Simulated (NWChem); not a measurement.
System: HO2, doublet; SMILES [O]O

Program: NWChem. Spin-unrestricted. In the optimisation the excess spin sits in a" (Cs, its own frame). The geometry was optimised at PBE0/def2-SVP, spin-unrestricted. No stability test was run on the SCF state. Total energies compare along this basis series because the functional is fixed.

| level | basis functions | energy (Ha) | highest occupied level (eV) | lowest empty minus highest occupied level, either spin (eV) | dipole (D) | <S²> |
|---|---|---|---|---|---|---|
| PBE/def2-SVP | 33 | -150.6384 | -5.53 | 1.46 | 2.31 | 0.751 |
| PBE/def2-SVPD | 54 | -150.6574 | -6.25 | 1.46 | 2.29 | 0.752 |
| PBE/def2-TZVP | 68 | -150.8271 | -6.02 | 1.53 | 2.33 | 0.752 |
| PBE/def2-TZVPP | 76 | -150.8287 | -6.03 | 1.53 | 2.29 | 0.752 |
| PBE/def2-QZVP | 144 | -150.8381 | -6.12 | 1.54 | 2.29 | 0.752 |
